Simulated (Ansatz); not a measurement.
A structure relaxed at PBE0/def2-TZVP in Ansatz, charge 1, doublet:

```xyz
6

Be   -1.680    0.146    1.758
Be    1.229    0.772   -0.301
Be    1.487   -1.166   -0.788
Be   -0.075   -0.752    0.656
Be   -0.870    1.113    0.147
Be   -0.091   -0.113   -1.471
```

Question: Give its formula and point group.

Answer: Be6⁺ (the lowest doublet isomer of a short search). Point group Cs (tolerance 0.1 Å).

Question: Summarise the bond lengths by kind (pairs closer than 1.2 times the sum of covalent radii, bridged metal pairs left out).

Answer: 11 × Be–Be 1.97 to 2.22 Å.

The structure comes from a short search, and lower isomers may exist.
